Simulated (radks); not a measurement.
Problem. The mean radii <r> (bohr) of the occupied orbitals of an atom or ion are listed with their occupations. All-electron calculation, scalar-relativistic Kohn-Sham, BLYP, spin-polarised, spherical densities, point nucleus. Program: a radial shooting solver on a logarithmic mesh with Libxc functionals.

| orbital | occ. | <r> |
|---|---|---|
| 1s up | 1 | 0.08105 |
| 1s down | 1 | 0.08104 |
| 2s up | 1 | 0.3874 |
| 2s down | 1 | 0.3873 |
| 2p up | 3 | 0.3499 |
| 2p down | 3 | 0.3499 |
| 3s up | 1 | 1.198 |
| 3s down | 1 | 1.205 |
| 3p up | 3 | 1.288 |
| 3p down | 1 | 1.304 |

Name the element and its charge. Open shells, if any, are filled with parallel spins first.

Solution. Z = 19, potassium, charge +3: K3+ in [Ne] 3s2 3p4. The 1s radius gives Z: for a bare nucleus <r> = (2 gamma + 1)/(2Z) with gamma = sqrt(1 - (Z/c)^2), 0.07844 bohr for Z = 19, and screening makes it slightly larger (0.08105 here). The occupations add up to 16, and the charge is Z minus that.
